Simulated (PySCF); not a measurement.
Cl₂Ge, SMILES [Cl][Ge][Cl] (connectivity only; charge and spin as stated), charge -1, multiplicity 2.

The structure is a stationary point at r2SCAN-D4/def2-SVPD. The spin state was assumed, not searched. The isomer is the one that the SMILES or the coordinates give; other isomers of the formula were not compared.

Level of theory: PBE/def2-TZVPD in PySCF.

 A positive occupied level means that this level leaves the electron formally unbound; only the finite basis holds it.

Computed frontier levels, dipole moment and polarisability:
The α spin, highest occupied and lowest empty level is 1.13 and 2.96 eV and the β spin, highest occupied and lowest empty level is -1.70 and 2.31 eV. The dipole moment about the centre of nuclear charge comes out as 0.346 e·Å. The mean static polarisability comes out as 94.4 bohr³ (13.99 Å³). The polarisability, principal values is 83.7, 93.4, 106.0 bohr³ and the ⟨S²⟩ comes out as 0.753 (pure state 0.75).
